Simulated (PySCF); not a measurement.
Si(Cl)2 cation (Cl₂Si), SMILES Cl[Si]Cl (connectivity only; charge and spin as stated), charge +1, multiplicity 2. Atoms are numbered in the order given.

```xyz
3

Si     0.0000     0.0000     0.6689
Cl     0.0000     1.7236    -0.2754
Cl     0.0000    -1.7236    -0.2754
```
Charge +1, spin multiplicity 2.

The structure is a stationary point at r2SCAN-D4/def2-TZVP. The multiplicity is an assumed one; other spin states were not compared. The isomer is the one that the SMILES or the coordinates give; other isomers of the formula were not compared.

Two levels are set side by side: PBE/pcH-1 (PySCF) and B3LYP/pcH-1 (PySCF). Contact hyperfine couplings, same geometry. Differences are taken from unrounded values.

```tsv
quantity	PBE
A(iso) of 29Si, atom Si1 (MHz)	-1323.3
A(iso) of 35Cl, atom Cl2 (MHz)	18.1
A(iso) of 35Cl, atom Cl3 (MHz)	18.1
```

**Question.** These are the PBE values. What does B3LYP give? (Estimate from the structure and the level; the computed values follow.)

**Answer.** 
```json
[
 {"quantity": "A(iso) of 29Si, atom Si1 (MHz)", "B3LYP": "-1386.1", "PBE minus B3LYP": "62.8"},
 {"quantity": "A(iso) of 35Cl, atom Cl2 (MHz)", "B3LYP": "19.2", "PBE minus B3LYP": "-1.1"},
 {"quantity": "A(iso) of 35Cl, atom Cl3 (MHz)", "B3LYP": "19.2", "PBE minus B3LYP": "-1.1"}
]
```

Rough cost on one machine, each run with all the roots and properties that it gave: B3LYP against PBE within a factor of 2.
